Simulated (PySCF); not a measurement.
## C₆ coefficients of unlike pairs at UHF

Calculated with PySCF 2.14 from the dipole response of each species, C₆(A,B) = (3/π) ∫ α_A(iu) α_B(iu) du, in atomic units, from isotropic polarisabilities. For ions this is the dispersion term alone; charge-induced terms of lower order in 1/R come first.

```csv
species,configuration,basis,relativity,α (bohr³),C₆ (like pair)
Ba(2+),[Xe] (1S),"x2c-TZVPPall with one added diffuse shell each of s, p, d type (12s8p7d2f1g)",spin-free X2C,10.42,75.59
Te+,[Kr] 4d10 5s2 5p3 (4S),"aug-cc-pwCVTZ-DK3 with one added diffuse shell each of s, p, d, f type (11s10p8d5f1g)",spin-free X2C,22.38,191.8
F+,[He] 2s2 2p4 (3P),aug-cc-pwCVDZ (5s4p2d),none,1.673,3.121
```

Problem. Estimate C₆ for Te+ with Ba(2+).

Solution. The integral gives 116.5. The combination rule 2 C_A C_B / (C_A α_B/α_A + C_B α_A/α_B) gives 115.2 and the geometric mean 120.4.

No spin-orbit coupling is included.

The other pairs:

| pair | C₆ |
| --- | --- |
| F+, Ba(2+) | 14.95 |
| F+, Te+ | 21.94 |
